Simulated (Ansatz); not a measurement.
Geometry optimisation, DFT r2SCAN, scalar-relativistic, plane waves, PAW in Ansatz.

The input (input.yaml):

```yaml
crystal:
  lattice:
    - [7.785443, 0.0, 0.0]
    - [0.0, 7.785443, 0.0]
    - [0.0, 0.0, 7.785443]
  atoms:
    - { symbol: C, position: [0.5840501, 0.4243735, 0.1328165] }
    - { symbol: C, position: [0.7691759, 0.4832291, 0.1573832] }
    - { symbol: H, position: [0.5541615, 0.3150295, 0.215608] }
    - { symbol: H, position: [0.4936045, 0.5272061, 0.1636221] }
    - { symbol: H, position: [0.5604701, 0.3851317, 0.0001215] }
    - { symbol: H, position: [0.7990645, 0.5925731, 0.0745917] }
    - { symbol: H, position: [0.7927558, 0.522471, 0.2900783] }
    - { symbol: H, position: [0.8596214, 0.3803966, 0.1265776] }
    - { symbol: C, position: [0.8187742, -0.0165883, 0.6988392] }
    - { symbol: C, position: [0.7509418, 0.1155388, 0.5712451] }
    - { symbol: H, position: [0.7210915, -0.0501251, 0.7939037] }
    - { symbol: H, position: [0.857353, -0.1348241, 0.6337555] }
    - { symbol: H, position: [0.9306101, 0.0324705, 0.7680481] }
    - { symbol: H, position: [0.8486245, 0.1490755, 0.4761805] }
    - { symbol: H, position: [0.6391059, 0.06648, 0.5020362] }
    - { symbol: H, position: [0.712363, 0.2337745, 0.6363288] }
    - { symbol: C, position: [0.3795449, 0.1191279, 1.0068498] }
    - { symbol: C, position: [0.2388124, -0.009457, 0.9621356] }
    - { symbol: H, position: [0.4279669, 0.1833904, 0.8918302] }
    - { symbol: H, position: [0.3319122, 0.2181468, 1.0942013] }
    - { symbol: H, position: [0.4881587, 0.0558063, 1.0692782] }
    - { symbol: H, position: [0.1903903, -0.0737196, 1.0771552] }
    - { symbol: H, position: [0.1301985, 0.0538646, 0.8997071] }
    - { symbol: H, position: [0.286445, -0.108476, 0.8747841] }
    - { symbol: Cl, position: [0.2884459, 0.7612851, 0.4647113] }
    - { symbol: H, position: [0.2034946, 0.68172, 0.3485984] }
    - { symbol: Cl, position: [0.7442613, 0.8715525, 0.1685785] }
    - { symbol: H, position: [0.75795, 0.8904235, 0.0058332] }
    - { symbol: Cl, position: [0.4240267, 0.522851, 0.7492826] }
    - { symbol: H, position: [0.3222821, 0.6391115, 0.8055058] }
basis:
  ecutwfc: 500.0
kpoints:
  mp_grid: { grid: [1, 1, 1] }
hamiltonian:
  xc: r2scan
scf:
  occupations: { method: fermi_dirac, width: 0.05 }
  lower_state_search: "off"
relax:
  f_tol: 0.3
  max_steps: 15
  adjacent_minimum: "off"
```

Launched with:

```bash
$ ansatz run input.yaml --threads 1 --pin off --max-ram 3072MiB --backend cpu --events-out ev --progress --plain --runs-dir out
```

**Question.** Where does it end, and by what steps?

**Answer.** The run converged. The threshold is loose, so the end isn't yet a minimum. The force dipped under the threshold on the way, but the program's further checks kept it going. Limits of this set-up: coarse k mesh. After 4 steps the energy has fallen by 0.725 eV; Cl27 moved furthest, 0.73 Å.

| step | energy less start (eV) | largest force component (eV/Å) | accepted |
| --- | --- | --- | --- |
| 0 | 0.0000 | 0.755 | yes |
| 1 | -0.2685 | 0.387 | yes |
| 2 | -0.4872 | 0.242 | yes |
| 3 | -0.6135 | 0.416 | yes |
| 4 | -0.7245 | 0.261 | yes |

```xyz
30
Lattice="7.7854 0.0000 0.0000 0.0000 7.7854 0.0000 0.0000 0.0000 7.7854" Properties=species:S:1:pos:R:3
C 4.776 3.301 1.220
C 6.225 3.749 1.342
H 4.537 2.493 1.914
H 4.098 4.130 1.427
H 4.553 2.944 0.214
H 6.457 4.542 0.624
H 6.449 4.139 2.337
H 6.900 2.912 1.150
C 6.102 -0.195 5.481
C 5.703 0.835 4.432
H 5.257 -0.434 6.136
H 6.441 -1.124 5.020
H 6.917 0.181 6.101
H 6.528 1.034 3.742
H 4.852 0.487 3.844
H 5.422 1.785 4.894
C 2.836 0.840 7.793
C 1.785 -0.194 7.421
H 3.217 1.349 6.906
H 2.428 1.605 8.452
H 3.680 0.383 8.312
H 1.378 -0.687 8.306
H 0.949 0.264 6.888
H 2.198 -0.961 6.760
Cl 1.836 6.305 3.362
H 1.230 5.435 2.636
Cl 6.216 7.383 1.340
H 6.185 7.173 0.067
Cl 3.704 4.160 5.571
H 2.761 4.925 6.012
```

Time of the run: 2.2 min on 1 thread of Intel(R) Xeon(R) Platinum 8488C (Sapphire Rapids), on a shared host, peak memory 1.4 GiB.
